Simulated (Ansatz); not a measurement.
CH5GeNS (`[NH2][GeH]1[CH2][S]1`), relaxed with RKS PBE-D4/def2-SVP in Ansatz 0.2.0 from a rough embedded geometry. The force threshold is 0.03 eV/Å; the program also tests the step.

Total charge 0; spin multiplicity 1.

Start:

```xyz
9

N    -0.099    1.541   -0.851
Ge    0.626    0.378    0.310
C    -0.512   -1.084    0.750
S     0.517   -1.716   -0.498
H     0.323    1.384   -1.833
H    -1.142    1.347   -0.980
H     2.116    0.591    0.763
H    -1.541   -0.911    0.544
H    -0.289   -1.530    1.796
```

Question: By how much does the energy fall, and how many steps does the optimiser take? (Best estimate.)

Answer: Computed: 14.19 kcal/mol, in 7 steps, 1 of them rejected.

Question: Which bonds change most? (Best estimate.)

Answer: Computed: C3–S4 from 1.736 to 1.894 Å; C3–H9 from 1.159 to 1.104 Å; N1–H5 from 1.080 to 1.028 Å; N1–Ge2 from 1.797 to 1.841 Å.

Question: Give the relaxed structure. (An estimate is asked.)

Answer: Ansatz gave: 
```xyz
9

N    -0.140    1.565   -0.882
Ge    0.636    0.194    0.071
C    -0.502   -1.118    0.915
S     0.413   -1.953   -0.518
H     0.470    1.928   -1.624
H    -1.026    1.282   -1.319
H     1.972    0.653    0.680
H    -1.594   -1.039    0.768
H    -0.229   -1.512    1.910
```
